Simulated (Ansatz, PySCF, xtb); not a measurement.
Stretching the O3–H4 bond in BH3O2 (SMILES OBO) (multiplicity 1 held, fragments rigid). Energies count from the point at 0.965 Å.
Geometry at that point (charge 0, multiplicity 1):
```xyz
6

B     -0.32498    -0.27209    -0.23352
H     -1.10969    -0.98710    -0.77860
O     -0.27462     1.03161    -0.60532
H      0.38596     1.53678    -0.11517
O      0.51653    -0.72311     0.74487
H      0.41334    -1.65727     0.94491
```

R- and RO- levels are restricted; in cc, def2 and unpolarised 6-31G sets they are followed outwards from rest. U- levels take the lowest unrestricted solution at each point, which mixes spins at long bonds. Active spaces are followed from a long bond inwards. Left out are points that failed, MP2 points in a non-variational dive below the minimum, coupled-cluster points behind a sign of a changed root (a jump of the amplitudes, or a one-step jump against full CI or MRCI), small-basis points behind a change of solution, and semi-empirical points at long bonds. Curves can end on different states.

Cores are frozen in the correlated methods. Rows in 6-31G* carry no dispersion term and start afresh at each structure (6-31G* with six Cartesian d functions).

The values were computed with Ansatz (Gaussian orbitals); PySCF for 6-31G* rows; xtb for the GFN methods.  The GFN methods have no spin term and hold the electronic entropy of 300 K.

Energies in kJ/mol.

| R (Å) | GFN2-xTB | R-BP86/6-31G* | R-wB97X-V/cc-pVTZ | U-SCS-MP2/cc-pVTZ | FIC-MRCISD+Q on CASSCF(4,3)/cc-pVTZ |
|---|---|---|---|---|---|
| 0.772 | 133 | 163 | 146 | 145 | 143 |
| 0.869 | 23 | 35 | 28 | 27 | 26 |
| 0.965 | 0 | 0 | 0 | 0 | 0 |
| 1.062 | 18 | 12 | 20 | 20 | 21 |
| 1.158 | 54 | 48 | 64 | 64 | 65 |
| 1.303 | 121 | 118 | 149 | 147 | 148 |
| 1.448 | 191 | 191 | 237 | 290 | 231 |
| 1.689 | 298 | 298 | 371 | 448 | 347 |
| 1.931 | 384 | 384 | 481 | 495 | 422 |
| 2.220 | 458 | 460 | 585 | 511 | 469 |
| 2.606 | 518 | 527 | 685 | 517 | 492 |
| 3.089 | 555 | left out | 768 | 518 | 499 |

Doubts at one or more of the structures used: a restricted determinant that unrestricted orbitals would lower (R-BP86/6-31G*, R-wB97X-V/cc-pVTZ); a spin-contaminated determinant (U-SCS-MP2/cc-pVTZ); active orbitals that take no part (FIC-MRCISD+Q on CASSCF(4,3)/cc-pVTZ).

Ansatz is an electronic-structure program.
